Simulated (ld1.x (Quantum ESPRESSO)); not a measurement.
# Building the TM semilocal potential for P (Z = 15) (BP86, scalar-relativistic).

phosphorus (P), norm-conserving Troullier–Martins (semilocal form), made with ld1.x (Quantum ESPRESSO) 7.5 (BP86, scalar-relativistic). Core [Ne], reference 3s2 3p2.5 (charge +0.5). Waves: 3s (bound): rc 1.10 bohr; 3p (bound): rc 1.95 bohr. Local part: the p channel. Core correction: a·sin(br)/r model core inside 0.80 bohr.

All-electron outer shells of the reference configuration (BP86, scalar-relativistic, ld1.x):

| shell | level (eV) | outermost node (bohr) | outermost maximum (bohr) |
| --- | --- | --- | --- |
| 3s | -18.53 | 0.65 | 1.56 |
| 3p | -9.76 | 0.64 | 1.79 |

Estimate the cutoffs (Ry, on a coarse ladder) from which the occupation-weighted sum of valence levels, in a spherical-Bessel basis at the reference potential, stays within 10 and 1 mRy of its value at 400 Ry.

70 Ry and 180 Ry.

Which valence shell sets the plane-wave cutoff?

3s: its level needs 120 Ry to come within 1 mRy, against 18 Ry for 3p.

Tests: 3s2 3p3; 3s2 3p2; 3s2 3p1; 3s1 3p3; 3s2 3p3.3; 3s2 3p0; 3s0 3p5. Which has the largest error in its energy relative to the reference configuration, and how large is it?

3s2 3p0, with +87 meV (all-electron minus pseudo) on +55.11 eV.
